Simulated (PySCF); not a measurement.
**Computed vibrations of YbH3(H2O)**

YbH3(H2O) (singlet in the valence; each metal's 4f electrons, 13 of them, lie in its core potential, out of spins and levels). PySCF 2.14.0, RKS PBE0, Yb lcecp-1-SVP with ECP59, H def2-SVP, O def2-SVP; non-relativistic Hamiltonian with scalar-relativistic core potentials where named; density fitting; no spin-orbit coupling. Central differences of gradients.

```xyz
7

Yb    0.1168   -0.1277    0.1277
H     0.9672    1.4815    0.9378
H    -0.9812   -1.2955    1.2955
H     0.9672   -0.9378   -1.4815
O    -1.1849    1.2304   -1.2304
H    -1.1528    2.1869   -1.0839
H    -1.1528    1.0839   -2.1869
```

Run from Python with OMP_NUM_THREADS=2. Where DIIS fails, smearing, a level shift and second-order steps follow.
It took 46 s on 2 threads of Arm Neoverse V2 (shared host).

Question: What are the harmonic wavenumbers and infrared intensities?

Answer: Modes are labelled in Cs; negative numbers are unstable modes, those under 60 cm⁻¹ near the noise; a finer grid moves soft modes by up to 10 cm⁻¹.
| cm⁻¹ | km/mol | symmetry |
| --- | --- | --- |
| -80 | – | a'' |
| 157 | 137.1 | a' |
| 223 | 4.5 | a'' |
| 271 | 424.0 | a' |
| 343 | 462.1 | a' |
| 387 | 71.3 | a' |
| 522 | 118.3 | a'' |
| 558 | 62.7 | a'' |
| 566 | 164.7 | a' |
| 1418 | 861.8 | a'' |
| 1432 | 833.3 | a' |
| 1500 | 54.8 | a' |
| 1602 | 107.2 | a' |
| 3811 | 123.2 | a' |
| 3907 | 193.0 | a'' |

Question: Is this a minimum?

Answer: No: 1 unstable; the lowest moves the atoms so:
```
Yb   0.00  0.00  0.00
H    0.38 -0.31  0.19
H    0.00 -0.04 -0.04
H   -0.38  0.19 -0.31
O    0.00 -0.02 -0.02
H   -0.46  0.01 -0.10
H    0.46 -0.10  0.01
```

An lcecp potential fixes the number of 4f electrons, so in runs with it no electron can move into or out of that shell.
